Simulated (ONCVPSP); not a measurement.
# Transferability test, ONCV potential for nitrogen

```
Element                 : N
Generator               : ONCVPSP 4.0.1
Type                    : optimised norm-conserving Vanderbilt (ONCV)
Functional              : LDA (Perdew-Zunger)
Relativity              : fully relativistic
Frozen core             : [He]
Valence charge          : 5
Reference configuration : 2s2 2p3
Partial waves           : 2s: rc 1.00 bohr, ncon 4, nbas 7, qcut 6.4 1/bohr, 2 projectors, debl 1.3 Ha; 2p: rc 1.35 bohr, ncon 4, nbas 9, qcut 12.2 1/bohr, 2 projectors, debl 0.6 Ha
Local potential         : polynomial inside 0.65 bohr (lpopt 5, dvloc0 0 Ha)
Core correction         : Teter function, fcfact 4.5, rcfact 1.6
```

Open shells are filled in proportion to 2j + 1.

Energies are relative to the spin-unpolarised reference configuration 2s2 2p3; without spin polarisation the order of configurations can differ from experiment. Not all tests gave a result: 1 of 4 tests not solved or not reliable.

```json
{"valence configuration": "2s2 2p2", "charge": "+1", "ΔE all-electron (eV)": "13.732", "error AE − PS (meV)": "+3.4"}
{"valence configuration": "2s2 2p1", "charge": "+2", "ΔE all-electron (eV)": "42.702", "error AE − PS (meV)": "+30"}
{"valence configuration": "2s2 2p0", "charge": "+3", "ΔE all-electron (eV)": "89.866", "error AE − PS (meV)": "+122"}
```
